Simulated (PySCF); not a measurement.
These 2 structures share the formula C5H13NP2. Method: PySCF, PBE0-D3(BJ)/def2-SVP geometry optimisation, gas phase. Energies are electronic, without zero-point or thermal terms, for one conformer each. No frequencies were run at this level. Point groups hold within 0.08 Å.

Task: Order them by energy at this level, lowest first, and give relative energies in kcal/mol.
A. `[CH3:1][P:2]1[CH2:3][CH2:4][P:5]([NH2:6])[CH2:7][CH2:8]1` with C4–P5–N6–H 62° and -162°, C1–P2–C3–C4 74°, P2–C3–C4–P5 75°, C3–C4–P5–N6 -149°, C4–P5–C7–C8 -30°
B. `[CH3:1][NH:2][P:3]1[CH2:4][CH2:5][PH:6][CH2:7][CH2:8]1` with C1–N2–P3–C4 -94°, N2–P3–C4–C5 -70°, P3–C4–C5–P6 -76°, C4–C5–P6–C7 43°, C5–P6–C7–C8 30°

Result: A (0.0), B (10.7).

| SMILES | E (Eh) | E rel (kcal/mol) | dipole (D) | point group | A, B, C (MHz) |
| --- | --- | --- | --- | --- | --- |
| CP1CCP(N)CC1 | -934.89436 | 0.0 | 2.03 | C1 | 2525, 967.1, 898.1 |
| CNP1CCPCC1 | -934.87724 | 10.7 | 1.74 | C1 | 2900, 872.5, 769.5 |

Task: How do the relative energies change in single points at PBE0/pcSseg-1 (no added dispersion term) on the same geometries?

Result: 
| SMILES | PBE0-D3(BJ)/def2-SVP (kcal/mol) | PBE0/pcSseg-1 (kcal/mol) | shift |
| --- | --- | --- | --- |
| CP1CCP(N)CC1 | 0.0 | 0.0 | 0.0 |
| CNP1CCPCC1 | 10.7 | 11.4 | +0.7 |

Each column counts from its own lowest isomer. The order is unchanged; the largest shift is 0.7 kcal/mol.
